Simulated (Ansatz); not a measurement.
Start from `[SiH3][O][GaH][SiH3]` and change one atom or group to get `[SiH3][O][GaH][SH]`.

Ansatz, PBE0-D4/def2-TZVP geometries, multiplicity 1. Each molecule was computed in one conformer, which needn't be the lowest.

Scalar relativity is left out up to krypton.

```
                                                                                  property  `[SiH3][O][GaH][SiH3]`
                                                         LUMO energy (PBE/def2-TZVPP) / eV                   -2.62
ideal-gas entropy at 298 K and 1 bar (rigid rotor, harmonic PBE0-D4/def2-TZVP) / J/(mol·K)                     396
                                          size of the dipole moment (B3LYP/def2-TZVPP) / D                    1.47
                                                     HOMO–LUMO gap (B3LYP/def2-TZVPP) / eV                    5.46
                                                         HOMO energy (PBE/def2-TZVPP) / eV                   -6.57
                                                     HOMO energy (ωB97M-V/def2-TZVPP) / eV                   -9.81
```

(1) What does the change do to each property? (An estimate is asked.)

Answers

(1) Computed: 
```json
{"property": "LUMO energy (PBE/def2-TZVPP) / eV", "`[SiH3][O][GaH][SH]`": "-1.88", "shift": "0.74"}
{"property": "ideal-gas entropy at 298 K and 1 bar (rigid rotor, harmonic PBE0-D4/def2-TZVP) / J/(mol·K)", "`[SiH3][O][GaH][SH]`": "372", "shift": "-24"}
{"property": "size of the dipole moment (B3LYP/def2-TZVPP) / D", "`[SiH3][O][GaH][SH]`": "0.37", "shift": "-1.10"}
{"property": "HOMO–LUMO gap (B3LYP/def2-TZVPP) / eV", "`[SiH3][O][GaH][SH]`": "6.27", "shift": "0.81"}
{"property": "HOMO energy (PBE/def2-TZVPP) / eV", "`[SiH3][O][GaH][SH]`": "-6.66", "shift": "-0.09"}
{"property": "HOMO energy (ωB97M-V/def2-TZVPP) / eV", "`[SiH3][O][GaH][SH]`": "-10.08", "shift": "-0.27"}
```

With PBE0 the HOMO falls by 0.14 eV and the LUMO rises by 0.74 eV, so the gap widens by about 0.88 eV. PBE moves the HOMO by -0.09 eV and ωB97M-V by -0.27 eV. The zero-point energy changes by -38.6 kJ/mol with -6 modes. Dipoles are sizes alone; their direction can turn. Modes under 60 cm⁻¹, often nearly free rotors, make the harmonic entropy too high.

Positive LUMOs are unbound, so they and the gaps depend on the basis.

B3LYP here is the variant with VWN-RPA as its local correlation; programs differ in this.
